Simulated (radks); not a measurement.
The numbers below are computed, except where a source is named.
Q: Valence configurations of Cs (all share [Xe]). Level of theory: Dirac Kohn-Sham, PBEsol, spin-unpolarised, spherical densities, point nucleus; open shells are shared between the two j in proportion to 2j + 1 (a radial shooting solver on a logarithmic mesh with Libxc functionals). Order these by energy: 5d0.5 6s0.5; 6s1; 5d1; 6p1.

A: From the lowest, in eV above it: 6s1 0.000; 5d0.5 6s0.5 0.844; 6p1 1.350; 5d1 1.662. NIST lists [Xe] 6s1 as the ground configuration; this level of theory agrees among the configurations tried. The energies are those of spherical spin-averaged densities, not of single terms.
